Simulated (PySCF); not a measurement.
## Dipole moment and polarisability of Ti(NH2)2(OMe)2

Compound: Ti(NH2)2(OMe)2, C2H10N2O2Ti (singlet state).
Cartesian coordinates in Å at the PBE0-D3(BJ)/def2-SVP level; atoms count from 1:
```
atom  x, y, z in Å
Ti1    0.4995    0.2703    0.1523
N2     0.2315    0.5073    1.9987
H3     0.9701    0.5027    2.6958
H4    -0.6414    0.8190    2.4163
N5     2.3193    0.5568   -0.2064
H6     2.9803   -0.1923   -0.3949
H7     2.7438    1.4543   -0.4247
O8    -0.5708    1.3961   -0.7138
C9    -1.5434    1.7930   -1.6083
H10   -1.1128    2.4272   -2.4046
H11   -2.3280    2.3842   -1.1010
H12   -2.0324    0.9278   -2.0932
O13    0.1497   -1.4395   -0.2195
C14   -0.3231   -2.6009    0.3679
H15    0.3880   -3.4333    0.2158
H16   -1.2885   -2.9052   -0.0764
H17   -0.4702   -2.4679    1.4561
```

Level: PBE0/def2-SVPD (PySCF), static field, nuclei fixed, core orbitals frozen in the response. The polarisability tensor in these axes (au):

```
x   94.28 -0.53  3.94
y   -0.53 97.80 -6.51
z    3.94 -6.51 90.94
```

Problem. Diagonalise the tensor; give its mean and Δα, where Δα² is half the sum of the squared differences of the eigenvalues.

Solution. Principal values 85.82, 94.66 and 102.55 au; mean 94.34 au = 13.98 Å³ = 15.55 × 10⁻⁴⁰ C²·m²/J; Δα = 14.49 au (15 % of the mean).

Problem. What is the dipole moment, and where does it point?

Solution. (-0.25, 0.03, 0.28) D, 0.38 D in size, pointing from the negative to the positive side. Measured along this direction, the outermost atoms are H6 at the negative end and H4 at the positive end.

Problem. Rayleigh depolarisation ratio (linearly polarised light, static tensor)?

Solution. ρ = 3Δα²/(45ᾱ² + 4Δα²) = 630.2/(400519 + 840.3) = 0.00157.

Problem. Traceless (Buckingham) quadrupole moment about the centre of nuclear charge: eigenvalues?

Solution. -4.20, 0.74, 3.46 D·Å. The values depend on the origin, since the dipole doesn't vanish. The electronic extent ⟨r²⟩ about the same centre is 1201 bohr², a root-mean-square distance of 2.13 Å for the 74 electrons.

Problem. Along which axes do the principal values lie, and how far do the nuclei extend along each?

Solution. Largest value along (-0.31, 0.78, -0.54), where the nuclei span 6.46 Å; middle along (0.88, 0.45, 0.15), 5.46 Å; least along (-0.36, 0.43, 0.83), 4.06 Å. The response follows the extents in order.

Isolated species at its PBE0-D3(BJ)/def2-SVP geometry, gas phase.
